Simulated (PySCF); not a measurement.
Spinor energies of Sn²⁸⁺ (tin, charge +28)

Start: [Ar] 3d4; 3d3/2 filled at m_j = -3/2, -1/2, +1/2, +3/2. Calculated with PySCF 2.14 in an uncontracted even-tempered set (16 s from 4.3 bohr⁻², ratio 2.8; 12 p from 5.6 bohr⁻², ratio 2.8; 8 d from 5.6 bohr⁻², ratio 2.8; 3 f from 19 bohr⁻², ratio 3): generalised Hartree-Fock with the X2C-1e Hamiltonian and a Gaussian nucleus; one run each with spin-orbit coupling (SO) switched off, then screened by Boettger's factors.

| spinor shell | electrons | ε, spin-free (eV) | ε, screened SO (eV) | weight of nominal j (screened SO) | rms radius, screened SO (bohr) |
| --- | --- | --- | --- | --- | --- |
| 1s1/2 | 2 | -30575.3 | -30571.5 | 1.000 | 0.0333 |
| 2s1/2 | 2 | -5722.0 | -5720.3 | 1.000 | 0.135 |
| 2p1/2 | 2 | -5258.1 | -5426.0 | 0.999 | 0.117 |
| 2p3/2 | 4 | -5258.1 | -5179.5 | 1.000 | 0.121 |
| 3s1/2 | 2 | -1947.3 | -1946.7 | 1.000 | 0.340 |
| 3p1/2 | 2 | -1788.7 | -1835.9 | 0.977 | 0.331 |
| 3p3/2 | 4 | -1788.7 | -1766.3 | 0.988 | 0.341 |
| 3d3/2 | 4 | -1599.0 | -1599.2 | 0.903 | 0.302 |

```json
{"quantity": "E (hartree)", "spin-free": "-5669.19877", "screened SO": "-5671.09482"}
{"quantity": "M_J", "spin-free": "0", "screened SO": "0"}
{"quantity": "⟨J²⟩", "spin-free": "4.001", "screened SO": "0.780"}
{"quantity": "⟨L²⟩", "spin-free": "6.001", "screened SO": "3.528"}
{"quantity": "⟨S²⟩", "spin-free": "6.000", "screened SO": "3.527"}
```

The determinant has a definite M_J but mixes levels of different J.

Each row is a mean over spinors that exchange with the open shell spreads, by up to 14.331 eV (3s1/2).

Breit and QED terms are absent; they matter most for the inner s and p1/2 levels.

Densities and radii are taken from the X2C orbitals without a picture-change correction, which distorts them close to the nucleus.

Without spin-orbit coupling the j labels of p, d and f shells carry no meaning; the spin-free column gives the mean over the occupied spinors of each nl shell, and its ⟨J²⟩ belongs to a mixture of degenerate components.
